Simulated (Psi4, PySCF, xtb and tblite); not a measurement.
Torsional profile of SMILES N[SiH2]Br. Scanned: dihedral H4–N1–Si2–Br3; all other coordinates were relaxed at B3LYP-D3(BJ)/def2-SVP.

Geometry of the scan point at 180° (Å):
```
7

N      1.1032     0.1371    -0.1969
Si    -0.5776    -0.2121    -0.0054
Br    -1.6338     1.7648     0.1089
H      1.7619    -0.6351    -0.2695
H      1.4984     0.8833     0.3699
H     -0.9838    -0.9338     1.2359
H     -1.0562    -0.9796    -1.1843
```

Levels of theory: GFN2-xTB, on its own relaxed geometries (the stored frames are those of B3LYP-D3(BJ)/def2-SVP) (xtb and tblite); B3LYP/def2-TZVP // B3LYP-D3(BJ)/def2-SVP (Psi4); B3LYP-D3(BJ)/def2-TZVP // B3LYP-D3(BJ)/def2-SVP (Psi4); PBE/def2-TZVP // B3LYP-D3(BJ)/def2-SVP (Psi4); PBE-D3(BJ)/def2-TZVP // B3LYP-D3(BJ)/def2-SVP (Psi4); M06-2X/def2-TZVP // B3LYP-D3(BJ)/def2-SVP (Psi4); MP2/cc-pVTZ = DF-MP2 (frozen core)/cc-pVTZ // B3LYP-D3(BJ)/def2-SVP (Psi4); HF/cc-pVTZ // B3LYP-D3(BJ)/def2-SVP (Psi4); RKS-B3LYP/6-31G* = restricted B3LYP/6-31G*, spherical d // B3LYP-D3(BJ)/def2-SVP (PySCF); RKS-B3LYP/3-21G = restricted B3LYP/3-21G // B3LYP-D3(BJ)/def2-SVP (PySCF); RHF/6-31G* = PySCF with restricted Hartree-Fock/6-31G*, spherical d // B3LYP-D3(BJ)/def2-SVP.

Least-squares fit of E(φ) = a0 + Σ (a_n cos nφ + b_n sin nφ), n = 1 to 4, to the 12 scan points, in kJ/mol above the lowest point of each profile (levels whose profile four harmonics don't fit are not listed):

| method | a0 | a1 | b1 | a2 | b2 | a3 | b3 | a4 | b4 | rms of fit |
|---|---|---|---|---|---|---|---|---|---|---|
| GFN2-xTB | 1.65 | -0.70 | 0.00 | -1.36 | 0.00 | 1.06 | 0.00 | 0.05 | 0.00 | 0.20 |
| B3LYP/def2-TZVP | 5.18 | -1.11 | 0.00 | 5.60 | 0.00 | 1.75 | 0.00 | 1.17 | 0.00 | 0.44 |
| B3LYP-D3(BJ)/def2-TZVP | 5.12 | -1.18 | 0.00 | 5.40 | 0.00 | 1.78 | 0.00 | 1.10 | 0.00 | 0.43 |
| PBE/def2-TZVP | 5.91 | -1.45 | 0.00 | 5.86 | 0.00 | 2.40 | 0.00 | 1.54 | 0.00 | 0.75 |
| PBE-D3(BJ)/def2-TZVP | 5.90 | -1.50 | 0.00 | 5.77 | 0.00 | 2.43 | 0.00 | 1.51 | 0.00 | 0.75 |
| M06-2X/def2-TZVP | 4.62 | -1.05 | 0.00 | 4.97 | 0.00 | 1.49 | 0.00 | 0.81 | 0.00 | 0.27 |
| MP2/cc-pVTZ | 5.32 | -1.14 | 0.00 | 4.88 | 0.00 | 2.36 | 0.00 | 1.05 | 0.00 | 0.48 |
| HF/cc-pVTZ | 4.37 | -0.76 | 0.00 | 4.74 | 0.00 | 1.40 | 0.00 | 0.59 | 0.00 | 0.23 |
| RKS-B3LYP/6-31G* | 6.82 | -1.74 | 0.01 | 6.91 | 0.00 | 2.60 | 0.00 | 1.69 | -0.01 | 0.79 |
| RKS-B3LYP/3-21G | 9.67 | -1.05 | 0.00 | 11.12 | 0.01 | -0.68 | 0.01 | 1.56 | -0.01 | 0.62 |
| RHF/6-31G* | 5.02 | -1.07 | 0.00 | 5.53 | 0.00 | 1.51 | 0.00 | 0.76 | 0.00 | 0.26 |
